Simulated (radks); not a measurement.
Cl1.75+, configuration [Ne] 3s2 3p(up 2, down 1.25) (fractional occupations, a model configuration).

Method: non-relativistic Kohn-Sham, r2SCAN, spin-polarised, spherical densities, point nucleus; meta-GGA in the generalised Kohn-Sham scheme; computed with a radial shooting solver on a logarithmic mesh with Libxc functionals.

Energy parts (hartree):
part                       energy
total                  -458.92783
kinetic                 458.41654
electron-nucleus      -1079.26350
Hartree                 189.35461
exchange-correlation    -27.43548

Orbitals (lengths in bohr, moments of r in powers of bohr; r(max) is where P^2 peaks; r(90%) holds 90 % of the orbital's charge):
orbital  occ.  eigenvalue (hartree)  r(90%)      <r>   r(max)   <1/r>
1s up       1             -102.1490   0.163  0.09142  0.05993   16.55
1s down     1             -102.1413   0.163  0.09141  0.05993   16.55
2s up       1             -10.29966   0.694   0.4443   0.3629   3.303
2s down     1             -10.29552   0.694   0.4443   0.3630   3.302
2p up       3              -8.04227   0.674   0.4064   0.3024   3.203
2p down     3              -8.03372   0.674   0.4065   0.3026   3.202
3s up       1              -1.57499    2.19    1.464    1.260  0.9380
3s down     1              -1.52962    2.20    1.470    1.262  0.9347
3p up       2              -1.07592    2.47    1.621    1.362  0.8302
3p down  1.25              -1.03309    2.50    1.633    1.366  0.8254

The highest occupied level is 3p down at -28.112 eV. Summed over all electrons, <r^2> = 16.69 bohr^2, which gives a Langevin (diamagnetic) susceptibility term of -13.2 x 10^-6 cm^3/mol. The density falls to 0.001 e/bohr^3 at r = 3.35 bohr.
